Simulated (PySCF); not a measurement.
Compound: C2H10O2Si4.
Numbering: `[O:1]=[CH:2][O:3][Si@@H:4]1[CH2:5][SiH2:6][SiH2:7][SiH2:8]1`

NICS is the negative of the GIAO shielding at a point without a nucleus: at the ring centre (0) and 1 Å above and below it (1); zz is the component along the ring normal. Level: GIAO PBE0/pcSseg-1 (PySCF, non-relativistic, gas phase) on the GFN2-xTB geometry, one conformer.

Ring bond lengths (Å), with Mayer bond orders in brackets: Si4–C5 1.911 (0.93), C5–Si6 1.928 (0.87), Si6–Si7 2.329 (0.87), Si7–Si8 2.341 (0.84), Si8–Si4 2.324 (0.94).

Question: Give the NICS values of each ring in ppm.

Answer: 
```
              ring                                                type  NICS(0)  NICS(1), two faces  NICS(1)zz, two faces  rms pucker (Å)  centre to ring atoms, mean (Å)
Si4–C5–Si6–Si7–Si8  5-membered ring with 4 Si; formal bonds all single     -2.2         -2.8 / -2.5            0.5 / -4.1            0.18                            1.82
```

Question: What do they say, and how far can they be read as aromaticity?

Answer: 
- Si4–C5–Si6–Si7–Si8: mean NICS(1)zz -1.8 ppm, near zero. Si4, C5, Si6, Si7, Si8 have four or more neighbours, and the NICS criterion for π rings isn't applied. The two faces differ by 4.6 ppm, so no symmetry operation interchanges them.
